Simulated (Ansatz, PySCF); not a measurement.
H₄P, SMILES [PH4+], charge +1.

Geometry: TPSSh-D3(BJ)/def2-TZVPD. The isomer is the one that the SMILES or the coordinates give; other isomers of the formula were not compared.

Two levels are set side by side: PBE/def2-TZVPD (Ansatz, an electronic-structure program) and EOM-CCSD/aug-cc-pVDZ (PySCF). PBE by ΔSCF, the other level by its IP root; same geometry, the bases differ. Differences are taken from unrounded values.

| quantity | EOM-CCSD |
|---|---|
| vertical ionisation energy (eV) | 22.30 |

**Question.** What does PBE give, and how far is it from EOM-CCSD? (Estimate from the structure and the level; the computed values follow.)

**Answer.** 
```json
[
 {"quantity": "vertical ionisation energy (eV)", "PBE": "21.93", "PBE minus EOM-CCSD": "-0.37"}
]
```

On these quantities the two levels nearly agree.
